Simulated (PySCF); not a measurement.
1-bromo-1,1-difluoroethane (C2H3BrF2), SMILES CC(F)(F)Br. Atoms are numbered in the order given.

```xyz
8

C     -1.2971     1.4466     0.0000
C      0.0662     0.8211     0.0000
F      0.7656     1.1897     1.0770
F      0.7656     1.1897    -1.0770
Br    -0.0435    -1.1384     0.0000
H     -1.8511     1.1425     0.8961
H     -1.8511     1.1425    -0.8961
H     -1.1689     2.5394     0.0000
```

Geometry optimised at PBE0-D3(BJ)/def2-SVP.

Calculation: PBE/def2-TZVP (PySCF).

The molecule is in vacuum.

The total energy is -2851.30938 hartree and the point group is Cs. The highest occupied level comes out as -7.18 eV and the lowest empty level is -1.47 eV. The orbital gap comes out as 5.70 eV and the dipole moment comes out as 2.08 D. The quadrupole, principal values (traceless, Buckingham form, about the centre of nuclear charge) comes out as -2.60, -2.52, 5.12 D·Å and the mean static polarisability is 47.4 bohr³ (7.02 Å³). The polarisability, principal values is 40.3, 41.9, 59.9 bohr³.
